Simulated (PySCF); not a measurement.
Simulated absorption spectrum

C5H4FP.
SMILES with atom numbers: `[F:1][c:2]1[cH:3][cH:4][cH:5][cH:6][p:7]1` (hydrogens: H8 on C3; H9 on C4; H10 on C5; H11 on C6)

Geometry (GFN2-xTB, Å), atoms numbered from 1 in this order:
```
atom  x, y, z in Å
F1     2.7603   -0.8718    0.0130
C2     1.4320   -0.5983    0.0034
C3     1.0698    0.7305    0.0146
C4    -0.2554    1.1325    0.0069
C5    -1.3054    0.2278   -0.0111
C6    -1.1315   -1.1402   -0.0244
P7     0.3815   -1.9869   -0.0220
H8     1.8588    1.4696    0.0305
H9    -0.4746    2.1898    0.0153
H10   -2.3154    0.6161   -0.0144
H11   -2.0147   -1.7664   -0.0379
```

Computed with TDDFT CAM-B3LYP/def2-SVPD, vertical, gas phase, core orbitals frozen in the response (PySCF 2.14.0, density-fitted response routines).

Computed states:

```
state  E (eV)       f
   S1    4.78   0.029
   S2    5.21   0.098
   S3    5.34   0.019
   S4    6.10   0.268
   S5    6.13  0.0007
   S6    6.71   0.419
   S7    6.73  0.0001
   S8    6.81  0.0000
```

Broadening: Gaussians 0.5 eV wide at half height, area fixed by f = 4.319×10⁻⁹ ∫ε dν̃. The width is an assumption, not a result. The curve ends short of the highest state used, and states not computed would add to its high-energy end.

(1) Give the broadened spectrum and its maxima.

(2) On this curve, what absorbance would a 10⁻⁴ mol/L sample give at 280 nm over a 1 cm path?

(3) Coming from long wavelengths, where does ε first pass 100 L mol⁻¹ cm⁻¹?

Answers

(1) 
λ (nm), ε (L mol⁻¹ cm⁻¹) and a bar:
```
    199.5      14051 ############################
    203.2      14854 ##############################
    207.0      12700 ##########################
    210.7       8689 ##################
    214.4       4976 ##########
    218.1       2848 ######
    221.9       2423 #####
    225.6       3226 #######
    229.3       4558 #########
    233.0       5758 ############
    236.8       6349 #############
    240.5       6159 ############
    244.2       5412 ###########
    247.9       4455 #########
    251.7       3547 #######
    255.4       2851 ######
    259.1       2319 #####
    262.9       1869 ####
    266.6       1475 ###
    270.3       1112 ##
    274.0        793 ##
    277.8        526 #
    281.5        332 #
    285.2        197 
    288.9        111 
    292.7         59 
    296.4         30 
    300.1         15 
    303.8          7 
    307.6          3
```

Maxima: 238 nm (5.22 eV), ε about 6400, made up of S2 (83%) and S3 (14%); 203 nm (6.12 eV), ε about 15000, made up of S4 (96%) (ε in L mol⁻¹ cm⁻¹; maxima over ε = 5, shares over 10%).

(2) 280 nm is 4.428 eV, where ε is about 400 L mol⁻¹ cm⁻¹, so A = ε c l ≈ 0.04 (Beer–Lambert, with the gas-phase spectrum and the assumed width).

(3) At about 289 nm (4.28 eV), 0.50 eV below S1.
